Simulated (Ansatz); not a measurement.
Breaking the Sn1–H2 bond in H2OSn (SMILES [OH][SnH]) (multiplicity 1 held, fragments rigid). Energies count from the point at 1.803 Å.
Geometry at that point (charge 0, multiplicity 1):
| atom | x (Å) | y (Å) | z (Å) |
|---|---|---|---|
| Sn | -0.1839 | -0.1503 | 0.1953 |
| H | -1.4552 | 0.0147 | -1.0721 |
| O | 1.2153 | 0.7994 | -0.8693 |
| H | 0.9260 | 1.1031 | -1.7363 |

Restricted levels (R-, RO-) in cc, def2 and unpolarised 6-31G sets keep to the state of the molecule at rest. Active spaces are followed from a long bond inwards. Levels need not reach the same state.

Frozen-core correlation. Filled d and f shells under p-block atoms count as core.

Programs: Ansatz (Gaussian basis) for Hartree–Fock, density functionals and correlated methods.  In def2 rows elements past Kr take small-core potentials, without spin–orbit coupling.

Energies in kcal/mol.

```json
[
 {"R (Å)": "1.442", "R-wB97X-V/def2-TZVPP": "23.4", "R-SCS-MP2/def2-TZVPP": "25.0", "FIC-NEVPT4(SD) on CASSCF(2,2)/def2-TZVPP": "25.7", "FIC-MRCISD on CASSCF(2,2)/def2-TZVPP": "25.5", "FIC-MRCISD+Q on CASSCF(2,2)/def2-TZVPP": "25.5"},
 {"R (Å)": "1.622", "R-wB97X-V/def2-TZVPP": "3.9", "R-SCS-MP2/def2-TZVPP": "4.4", "FIC-NEVPT4(SD) on CASSCF(2,2)/def2-TZVPP": "4.8", "FIC-MRCISD on CASSCF(2,2)/def2-TZVPP": "4.7", "FIC-MRCISD+Q on CASSCF(2,2)/def2-TZVPP": "4.7"},
 {"R (Å)": "1.803", "R-wB97X-V/def2-TZVPP": "0.0", "R-SCS-MP2/def2-TZVPP": "0.0", "FIC-NEVPT4(SD) on CASSCF(2,2)/def2-TZVPP": "0.0", "FIC-MRCISD on CASSCF(2,2)/def2-TZVPP": "0.0", "FIC-MRCISD+Q on CASSCF(2,2)/def2-TZVPP": "0.0"},
 {"R (Å)": "1.983", "R-wB97X-V/def2-TZVPP": "3.9", "R-SCS-MP2/def2-TZVPP": "3.7", "FIC-NEVPT4(SD) on CASSCF(2,2)/def2-TZVPP": "3.1", "FIC-MRCISD on CASSCF(2,2)/def2-TZVPP": "3.1", "FIC-MRCISD+Q on CASSCF(2,2)/def2-TZVPP": "3.2"},
 {"R (Å)": "2.163", "R-wB97X-V/def2-TZVPP": "11.4", "R-SCS-MP2/def2-TZVPP": "11.2", "FIC-NEVPT4(SD) on CASSCF(2,2)/def2-TZVPP": "9.8", "FIC-MRCISD on CASSCF(2,2)/def2-TZVPP": "9.9", "FIC-MRCISD+Q on CASSCF(2,2)/def2-TZVPP": "10.0"},
 {"R (Å)": "2.434", "R-wB97X-V/def2-TZVPP": "25.4", "R-SCS-MP2/def2-TZVPP": "24.9", "FIC-NEVPT4(SD) on CASSCF(2,2)/def2-TZVPP": "22.0", "FIC-MRCISD on CASSCF(2,2)/def2-TZVPP": "22.2", "FIC-MRCISD+Q on CASSCF(2,2)/def2-TZVPP": "22.5"},
 {"R (Å)": "2.704", "R-wB97X-V/def2-TZVPP": "39.7", "R-SCS-MP2/def2-TZVPP": "38.8", "FIC-NEVPT4(SD) on CASSCF(2,2)/def2-TZVPP": "33.9", "FIC-MRCISD on CASSCF(2,2)/def2-TZVPP": "34.1", "FIC-MRCISD+Q on CASSCF(2,2)/def2-TZVPP": "34.5"},
 {"R (Å)": "3.155", "R-wB97X-V/def2-TZVPP": "61.3", "R-SCS-MP2/def2-TZVPP": "59.1", "FIC-NEVPT4(SD) on CASSCF(2,2)/def2-TZVPP": "49.3", "FIC-MRCISD on CASSCF(2,2)/def2-TZVPP": "49.6", "FIC-MRCISD+Q on CASSCF(2,2)/def2-TZVPP": "50.2"},
 {"R (Å)": "3.605", "R-wB97X-V/def2-TZVPP": "79.0", "R-SCS-MP2/def2-TZVPP": "74.5", "FIC-NEVPT4(SD) on CASSCF(2,2)/def2-TZVPP": "58.3", "FIC-MRCISD on CASSCF(2,2)/def2-TZVPP": "58.6", "FIC-MRCISD+Q on CASSCF(2,2)/def2-TZVPP": "59.4"},
 {"R (Å)": "4.146", "R-wB97X-V/def2-TZVPP": "95.7", "R-SCS-MP2/def2-TZVPP": "86.5", "FIC-NEVPT4(SD) on CASSCF(2,2)/def2-TZVPP": "62.9", "FIC-MRCISD on CASSCF(2,2)/def2-TZVPP": "63.1", "FIC-MRCISD+Q on CASSCF(2,2)/def2-TZVPP": "64.0"},
 {"R (Å)": "4.867", "R-wB97X-V/def2-TZVPP": "111.7", "R-SCS-MP2/def2-TZVPP": "92.6", "FIC-NEVPT4(SD) on CASSCF(2,2)/def2-TZVPP": "64.5", "FIC-MRCISD on CASSCF(2,2)/def2-TZVPP": "64.7", "FIC-MRCISD+Q on CASSCF(2,2)/def2-TZVPP": "65.7"},
 {"R (Å)": "5.769", "R-wB97X-V/def2-TZVPP": "124.5", "R-SCS-MP2/def2-TZVPP": "87.7", "FIC-NEVPT4(SD) on CASSCF(2,2)/def2-TZVPP": "64.9", "FIC-MRCISD on CASSCF(2,2)/def2-TZVPP": "65.0", "FIC-MRCISD+Q on CASSCF(2,2)/def2-TZVPP": "66.0"}
]
```

Doubts at one or more of the structures used: a restricted determinant that unrestricted orbitals would lower (R-wB97X-V/def2-TZVPP, R-SCS-MP2/def2-TZVPP).

Ansatz is a quantum-chemistry and plane-wave program.
